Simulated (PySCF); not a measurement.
Gas-phase reaction: 2 GeH3 + 3 F2 → 2 GeHF3 + 4 H

Energies from PySCF, thermal terms from the rigid-rotor harmonic-oscillator model, ideal gas at 1 bar. † marks an energy on the PBE0/def2-TZVP geometry and frequencies; other levels use their own. MP2 and CCSD(T) freeze the core. 6-31G* has spherical d functions here. Open shells (unrestricted): GeH3 (multiplicity 2), H (multiplicity 2); the rest are closed-shell singlets. B3LYP is the form with VWN-RPA correlation. Ge: all electrons, no relativistic terms. GeH3, GeHF3: computed as isolated molecules; such fragments, hydroxides, amides, oligomers or adducts are transient or little studied in the gas. MP2 isn't extrapolated to the basis-set limit; its ΔH°(298 K) is -1484.4 kJ in def2-SVP and -1518.5 kJ in def2-TZVPP. CCSD(T) isn't extrapolated to the basis-set limit; its ΔH°(298 K) is -1319.5 kJ in def2-SVP and -1359.4 kJ in def2-TZVPP. The harmonic model lacks anharmonicity and excited electronic states, which grow with temperature; levels with a mode under 35 cm⁻¹ are left out.

| level | ΔE electronic, kJ | ΔH°(298 K), kJ | ΔS°(298 K), J/K | ΔG°(1000 K), kJ |
|---|---|---|---|---|
| B3LYP/def2-TZVP† | -1256 | -1294 | -17 | -1303 |
| CCSD(T)/def2-SVP† | -1282 | -1319 | -17 | -1329 |
| CCSD(T)/def2-TZVPP† | -1322 | -1359 | -17 | -1369 |
| HF/6-31G* | -1521 | -1562 | -21 | -1567 |
| M06-2X/def2-TZVP† | -1441 | -1478 | -17 | -1488 |
| MP2/def2-TZVPP† | -1481 | -1518 | -17 | -1528 |
| PBE/def2-SVP | -1200 | -1235 | -16 | -1246 |
ΔH° is lowest at HF/6-31G* and highest at PBE/def2-SVP. No reference value is set beside these.
